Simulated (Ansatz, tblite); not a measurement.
Cost and result up the ladder for Al(OPMe3)F3 (C3H9AlF3OP) (18 atoms). Charge 0, multiplicity 1. Geometry: PBE-D4/def2-SVP.

Cartesian coordinates in Å:
```
Al -1.506 0.977 1.916
O -0.183 1.243 0.640
P 0.321 0.097 -0.297
C 1.073 -1.252 0.647
C 1.568 0.808 -1.402
C -1.025 -0.588 -1.296
H 1.448 -2.054 -0.018
H 0.270 -1.633 1.310
H 1.900 -0.847 1.262
H 2.392 1.223 -0.791
H 1.966 0.042 -2.095
H 1.106 1.631 -1.981
H -1.755 -1.000 -0.570
H -1.499 0.228 -1.874
H -0.661 -1.379 -1.980
F -0.828 1.320 3.417
F -1.751 -0.710 1.663
F -2.835 1.895 1.448
```

Ansatz on 4 threads of Intel Xeon on a shared host; xTB runs through tblite on one thread. Times are rough, summed over both states, and most runs start from the orbitals of an earlier one. PBE0-D4/def2-TZVP serves as the yardstick here, not as an exact answer. The other state is a triplet.

The xTB rows come from tblite.

xTB has no spin-polarisation term.

```tsv
level	functions	wall time	vertical triplet (eV)	difference from PBE0-D4/def2-TZVP (eV)
GFN2-xTB	55	0.094 s	8.63	0.92
GFN1-xTB	64	0.15 s	5.92	-1.79
PBE-D4/def2-TZVP	345	57 s	7.08	-0.63
PBE0-D4/def2-TZVP (with forces)	345	99 s	7.71	0.00
r2SCAN-D4/def2-TZVP	345	2 min	7.50	-0.21
```
